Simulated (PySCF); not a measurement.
Molecule: SMILES [CH3][Ge]([CH3])([CH3])/[CH]=C/[Si](Cl)(Cl)Cl (C₅H₁₁Cl₃GeSi). Atoms near the plane z = 0.6 Å, at the GFN2-xTB optimised geometry (x, y, z in Å): Si1 (-2.8, 0.5, 0.0), Cl2 (-3.5, 2.4, 0.0), Cl3 (-3.5, -0.4, 1.7), C5 (-0.9, 0.5, 0.0), C9 (2.4, 0.9, 0.7), H11 (-0.5, 1.0, 0.9), H16 (2.1, 0.3, 1.6), H17 (2.1, 1.9, 0.8), H18 (3.5, 0.9, 0.8), H21 (2.1, -2.4, -0.2).

Method: PySCF with PBE0/def2-SVP. Cells within 0.4 Å of a nucleus heavier than hydrogen are left out (blank, or x). The values are rescaled to run from 0 to 1.

```
|00000000000011111111111111111|
|00000000000011111111111111111|
|00000000000011111111111111111|
|00000000000001111111111111111|
|00000000000001111111111111111|
|00001221000011111111111111111|
|00014995100011111122111111111|
|00029999510011111233211111111|
|00039999921111112379521111111|
|00039999943222222599931111111|
|00019999996457532599994422111|
|00026999999999943599999952211|
|0012799999999995369xx99983211|
|00138999999999944699999952211|
|00028999999999434589994422211|
|00027999997553123565432221111|
|00004999963100012343221111111|
|00001344321000012222211111111|
|00000011110000011222211111111|
|00000000000000011245311111111|
|00000000000000111256421111111|
|00000000000001111234311111111|
|00000000000001111122211111111|
|00000000000011111111111111111|
|00000000000011111111111111111|
|00000000000011111111111111111|
|00000000000111111111111111111|
|00000000000111111111111111111|
|00000000000111111111111111111|
```
Scale: ten equal steps from 0.000 (start of '0') to 1.00 (end of '9'), in the order '0123456789'; x runs from -6.00 to 6.00, y from -6.00 (bottom) to 6.00 (top).

Q: Which quantity is mapped?
A) Laplacian of the electron density
B) electron localisation function
C) electrostatic potential
D) log10 of the electron density

A: C, electrostatic potential. In full: electrostatic potential (hartree/e), clipped to [-0.08, 0.12].
